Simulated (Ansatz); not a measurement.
Species: ZrF₂, charge 0, multiplicity 1. 
Coordinates optimised at B3LYP-D3(BJ)/def2-TZVP (Ansatz, a quantum-chemistry and plane-wave program):
```xyz
3

Zr     0.0018    -0.0064    -0.3205
F      1.5627     0.0182     0.7209
F     -1.5706     0.0104     0.7037
```
Charge 0, spin multiplicity 1.

Computed values are from Ansatz. Cores are frozen in the correlated levels unless marked. UHF or UKS for open shells. No spin-orbit coupling. The frozen core is the preceding noble-gas configuration, with the filled d and f shells of earlier blocks. Past Kr the def2 sets carry scalar-relativistic core potentials. CBS(X,Y): correlation extrapolated as X^-3; Hartree-Fock from the larger set. [CCSD(T)-MP2]/basis is that difference in the basis named.

atomisation energy De: 1258.4 kJ/mol at CCSD(T)/CBS(def2-TZVPPD,def2-QZVPPD)
vertical ionisation energy (to the doublet): 7.01 eV at RI-MP2/CBS(def2-TZVPPD,def2-QZVPPD)+[CCSD(T)-MP2]/def2-TZVPPD
vertical triplet-singlet gap: 0.06 eV at RI-MP2/CBS(def2-TZVPPD,def2-QZVPPD)+[CCSD(T)-MP2]/def2-TZVPPD
total energy: -246.3209 Eh at CCSD(T)/CBS(def2-TZVPPD,def2-QZVPPD)
dipole moment: 0.93 D at CCSD(T)/def2-SVPD
T1 diagnostic: 0.019 at CCSD/def2-QZVPPD

The Hartree-Fock reference is unstable (checked in the largest basis), which strains HF and MP2.
